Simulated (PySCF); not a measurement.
C₃H₈N₂Si, SMILES C[Si@@]1(N)CN=C1. The structure is a stationary point at PBE-D3(BJ)/def2-SVP. The structure was generated by enumeration; whether it is a known compound was not checked. One conformer was computed; it need not be the lowest.

Computed equilibrium geometry at PBE-D3(BJ)/def2-SVP (PySCF confirms it by a frequency run) as bond lengths and angles (one conformer of several):
Atoms: C1 Si2 N3 C4 N5 C6 H7 H8 H9 H10 H11 H12 H13 H14. Bonds (Å): C1–Si2 1.885, C1–H7 1.108, C1–H8 1.109, C1–H9 1.110, Si2–N3 1.738, Si2–C4 1.912, Si2–C6 1.924, N3–H10 1.022, N3–H11 1.022, C4–N5 1.301, C4–H12 1.110, N5–C6 1.497, C6–H13 1.111, C6–H14 1.111. Angles (°): Si2–C1–H7 110.4, Si2–C1–H8 110.7, Si2–C1–H9 111.2, H7–C1–H8 108.5, H7–C1–H9 107.8, H8–C1–H9 108.2, C1–Si2–N3 106.9, C1–Si2–C4 113.6, C1–Si2–C6 116.7, N3–Si2–C4 126.1, N3–Si2–C6 119.8, C4–Si2–C6 70.5, Si2–N3–H10 121.1, Si2–N3–H11 120.6, H10–N3–H11 111.0, Si2–C4–N5 95.6, Si2–C4–H12 144.1, N5–C4–H12 120.1, C4–N5–C6 104.5, Si2–C6–N5 88.9, Si2–C6–H13 120.7, Si2–C6–H14 117.0, N5–C6–H13 111.9, N5–C6–H14 110.0, H13–C6–H14 106.9.
Charge 0, spin multiplicity 1.
